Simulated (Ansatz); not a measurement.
Single points on the cluster Sn₄H₈.

```yaml
crystal:
  periodic: [false, false, false]
  atoms:
    - {symbol: Sn, position_ang: [0.712590, 0.912716, 0.184213]}
    - {symbol: Sn, position_ang: [1.286030, 1.092052, -2.733371]}
    - {symbol: Sn, position_ang: [-0.434050, -1.397999, -1.408340]}
    - {symbol: Sn, position_ang: [-1.060700, -0.441591, 1.996382]}
    - {symbol: H, position_ang: [-0.445871, -0.118456, 3.584258]}
    - {symbol: H, position_ang: [-0.431007, 1.511849, -3.071086]}
    - {symbol: H, position_ang: [0.084352, 2.518705, 0.405081]}
    - {symbol: H, position_ang: [1.062409, -2.155517, -0.731047]}
    - {symbol: H, position_ang: [-2.663995, 0.192626, 1.863077]}
    - {symbol: H, position_ang: [0.791038, -0.755424, -2.899735]}
    - {symbol: H, position_ang: [2.232716, 0.804018, 1.010418]}
    - {symbol: H, position_ang: [-1.133503, -2.162980, 1.800150]}
basis:
  gaussian: {orbitals: def2-TZVP, initial_orbitals: start.molden}
hamiltonian: {xc: {name: LC-wPBE}}
scf: {omitted_lower_state_checks: [starts]}
output: {orbitals: {seedname: orbitals}}
```

The file start.molden holds the orbitals of an earlier run on this structure, at another level or in another basis.

```sh
$ ansatz run in.yaml --threads 4 --pin off --events-out ev --progress --plain --max-ram 4787MiB
```

Shortened log:

```
Functional definition: LC-wPBE
1904 factors; their error is unknown
692 factors; integrals over basis functions are off by at most 1.6e-5 eV
mean field evaluation 1: about -23459.0246 eV, gradient 7.1e0 eV
mean field evaluation 2: about -23459.2530 eV, gradient 2.0e-1 eV
mean field evaluation 4: about -23459.2371 eV, gradient 4.6e-4 eV
mean field -23459.23706471 eV, -862.1110608861 hartree, gradient 2.2e-5 eV, S^2 0.000000; 0 other end points of the search recorded, 0 dependent functions left out
reference -23459.23706472 eV, -862.1110608865 hartree; 48, 48 occupied and 200, 200 virtual orbitals, 1904 factors
Total energy: -23459.23706472 eV, -862.1110608865 hartree
Checks for a lower state left out: starts
```

It took 3.9 s on 4 threads of Arm Neoverse V2 on a shared host, peak host memory 0.68 GiB.

First input, but with `gaussian: {orbitals: def2-SVP, initial_orbitals: start.molden}`, `correlation: {method: ccsd_t}` and without the key `hamiltonian` (abridged; 50 s):

```
Functional definition: HF
mean field -23346.86038675 eV, -857.9812941428 hartree, gradient 5.6e-6 eV, S^2 0.000000
16 core orbitals not correlated: weight in the atoms' cores, before any rotation towards them, 1.000 or more for the frozen orbitals, at most 0.000 for the correlated occupied ones
second order -12.58095423 eV of doubles, -0.00000000 eV of singles
cycle   1  -13.86197229 eV  change    -1.3e0 eV  update   1.2e-1
cycle   2  -14.50023233 eV  change   -6.4e-1 eV  update   4.3e-2
cycle   3  -14.59602799 eV  change   -9.6e-2 eV  update   1.8e-2
cycle   4  -14.59090579 eV  change    5.1e-3 eV  update   5.8e-3
cycle   5  -14.58900521 eV  change    1.9e-3 eV  update   2.5e-3
cycle   6  -14.58838847 eV  change    6.2e-4 eV  update   9.0e-4
cycle   7  -14.58826920 eV  change    1.2e-4 eV  update   3.2e-4
cycle   8  -14.58838500 eV  change   -1.2e-4 eV  update   1.4e-4
cycle   9  -14.58841462 eV  change   -3.0e-5 eV  update   5.1e-5
perturbative correction -0.55540626 eV, -0.0204108035 hartree
Total energy: -23362.00420763 eV, -858.5378192951 hartree
Checks for a lower state left out: starts
```

As the first input, with `hamiltonian: {xc: pbe0, dispersion: d4}` (abridged; 6.5 s):

```
Functional definition: PBE0
mean field -23456.42137150 eV, -862.0075860692 hartree, gradient 1.3e-5 eV, S^2 0.000000
Total energy: -23456.79412753 eV, -862.0212846005 hartree
Checks for a lower state left out: starts
```

First input, but with `gaussian: {orbitals: def2-SVP, initial_orbitals: start.molden}`, `hamiltonian: {xc: pbe0, dispersion: d4}` (abridged; 2.6 s):

```
Functional definition: PBE0
mean field -23455.55602240 eV, -861.9757850763 hartree, gradient 1.6e-5 eV, S^2 0.000000
Total energy: -23455.92876532 eV, -861.9894831260 hartree
Checks for a lower state left out: starts
```

First input, but with `correlation: {method: mp2}` and without the key `hamiltonian` (abridged; 6 s):

```
Functional definition: HF
mean field -23347.75585131 eV, -858.0142018582 hartree, gradient 3.5e-6 eV, S^2 0.000000
16 core orbitals not correlated: weight in the atoms' cores, before any rotation towards them, 1.000 or more for the frozen orbitals, at most 0.000 for the correlated occupied ones
second order -35.70578051 eV of doubles, -0.00000000 eV of singles
Total energy: -23383.46163182 eV, -859.3263650898 hartree
Checks for a lower state left out: starts
```

As the first input, with `gaussian: {orbitals: def2-SVP, initial_orbitals: start.molden}`, `hamiltonian: {xc: pbe, dispersion: d4}` (abridged; 1.4 s):

```
Functional definition: PBE
mean field -23454.37698217 eV, -861.9324561472 hartree, gradient 2.9e-5 eV, S^2 0.000000
Total energy: -23454.80337197 eV, -861.9481256833 hartree
Checks for a lower state left out: starts
```

As the first input, with `hamiltonian: {xc: pbe, dispersion: d4}`, `output: {forces: true, orbitals: {seedname: orbitals}}` (abridged; 3.3 s):

```
Functional definition: PBE
mean field -23455.34809482 eV, -861.9681438787 hartree, gradient 1.9e-5 eV, S^2 0.000000
Total energy: -23455.77450215 eV, -861.9838140590 hartree
Atom 0 force     0.019393     0.032870     0.019500 eV/Å
Atom 1 force    -0.115202    -0.064366     0.003726 eV/Å
Atom 2 force     0.132148     0.012902    -0.002872 eV/Å
Atom 3 force    -0.024145    -0.026640     0.053336 eV/Å
Atom 4 force    -0.048139    -0.024837    -0.106303 eV/Å
Atom 5 force     0.090030    -0.030976     0.032461 eV/Å
Atom 6 force     0.039216    -0.087702    -0.003521 eV/Å
Atom 7 force    -0.085504     0.056922    -0.032367 eV/Å
Atom 8 force     0.102992    -0.044226     0.015062 eV/Å
Atom 9 force    -0.018350     0.047577     0.051632 eV/Å
Atom 10 force    -0.092657     0.015093    -0.039264 eV/Å
Atom 11 force     0.000218     0.113381     0.008611 eV/Å
Dipole moment:    -0.034131    -0.045988    -0.059520 e Å
Checks for a lower state left out: starts
```

Geometry: PBE-D4/def2-SVP.

In the def2 sets Sn takes a core potential; there is no spin–orbit coupling. LC-ωPBE has ω = 0.4 bohr⁻¹. Correlated methods freeze 16 core orbitals; core or outer-core shells of Sn are correlated, in sets that lack core-valence functions. Another isomer (singlet) lies 0.35 eV lower at PBE0-D4/def2-TZVP; other spin states weren't run for this one.
